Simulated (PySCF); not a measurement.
C₄H₁₀GeO.
Cartesian coordinates in Å at the PBE0-D3(BJ)/def2-SVP level; atoms count from 1:
```xyz
16
C4H10GeO angstrom
C     -2.823   -1.421   -0.173
C     -2.522    0.011   -0.472
C     -1.320    0.584   -0.602
C      0.017   -0.074   -0.493
O      0.885    0.770    0.222
Ge     2.558    0.239    0.536
H     -3.289   -1.915   -1.043
H     -3.544   -1.505    0.656
H     -1.928   -2.001    0.094
H     -3.398    0.657   -0.608
H     -1.266    1.655   -0.829
H     -0.071   -1.067   -0.010
H      0.410   -0.260   -1.517
H      3.288    0.034   -0.809
H      3.184    1.372    1.355
H      2.522   -1.091    1.320
```

Level of theory: PySCF 2.14.0, density-fitted response routines, TDDFT wB97X-D/def2-SVPD, vertical, gas phase, core orbitals frozen in the response. Relativistic effects, spin–orbit coupling among them, are left out although an element past zinc is present.

Transition dipole moments from the ground state, in atomic units and in the frame of the coordinates above (overall signs are arbitrary), for the states with f of 0.002 or more among the lowest 7:

```json
{"state": "S1", "E (eV)": "6.589", "μx": "0.499", "μy": "0.121", "μz": "0.004"}
{"state": "S2", "E (eV)": "7.114", "μx": "-0.993", "μy": "-0.287", "μz": "0.088"}
{"state": "S3", "E (eV)": "7.205", "μx": "1.144", "μy": "0.391", "μz": "0.055"}
{"state": "S4", "E (eV)": "7.473", "μx": "0.084", "μy": "0.094", "μz": "-0.445"}
{"state": "S5", "E (eV)": "7.550", "μx": "-0.211", "μy": "0.137", "μz": "-0.142"}
{"state": "S6", "E (eV)": "7.675", "μx": "-0.287", "μy": "-0.214", "μz": "0.216"}
{"state": "S7", "E (eV)": "7.895", "μx": "-0.251", "μy": "-0.064", "μz": "-0.206"}
```

(1) Work out the oscillator strengths.

(2) Which bond between heavy atoms lies closest to the direction of the S3 transition dipole?

(3) What angle do the transition dipoles of S4 and S5 make?

(4) What peak molar absorption coefficient would the strongest computed level give as a lone Gaussian band 0.5 eV wide at half height?

Results:

(1) f = (2/3) ΔE |μ|² with ΔE in hartree (27.2114 eV).

```tsv
state	|μ|² (au)	|μ| (D)	f
S1	0.263	1.30	0.042
S2	1.076	2.64	0.188
S3	1.465	3.08	0.259
S4	0.214	1.18	0.039
S5	0.083	0.73	0.015
S6	0.175	1.06	0.033
S7	0.110	0.84	0.021
```

(2) C2–C3, at 11° from it; next C4–O5 and O5–Ge6 at 37°.

(3) |cos θ| = |μa·μb| / (|μa| |μb|) = 0.44, so θ ≈ 64° (taken between 0 and 90°, since the signs are arbitrary).

(4) ε(max) = 2.175×10⁸ f / FWHM, with the width in cm⁻¹. S3: 2.175×10⁸ × 0.2586 / 4033 ≈ 14000 L mol⁻¹ cm⁻¹.

All these states lie below the vertical ionisation energy of 9.10 eV (ΔSCF).

One conformer stands for the species.
